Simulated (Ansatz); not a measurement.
C3H9NOSi (`C=C[SiH](N)OC`). Total charge 0; spin multiplicity 1.

Cartesian coordinates in Å:
```
C -1.9629 0.8741 -0.6844
C -0.7231 1.3466 -0.5809
Si 0.7768 0.2522 -0.6786
N 1.9069 0.8675 0.4459
O 0.3246 -1.3173 -0.4593
C -0.0779 -1.8487 0.7788
H -2.8380 1.5175 -0.6445
H -2.1537 -0.1866 -0.8237
H -0.5922 2.4208 -0.4545
H 1.4112 0.2355 -2.0170
H 2.8663 0.5658 0.4672
H 1.6241 1.2882 1.3145
H -1.0024 -1.3840 1.1409
H -0.2557 -2.9185 0.6526
H 0.6959 -1.7133 1.5431
```

(1) Give the diagnostics of a CCSD(T)/def2-TZVPP run (frozen core, Ansatz 0.2.0). (An estimate is asked.)

Answers

(1) Computed: T1 = 0.0111, largest single amplitude 0.011, largest double 0.063, (T) share of the correlation energy 3.9 %, 9 CCSD cycles. The RHF solution is stable towards an unrestricted one. T1 lies under the customary mark of 0.02 for closed shells.
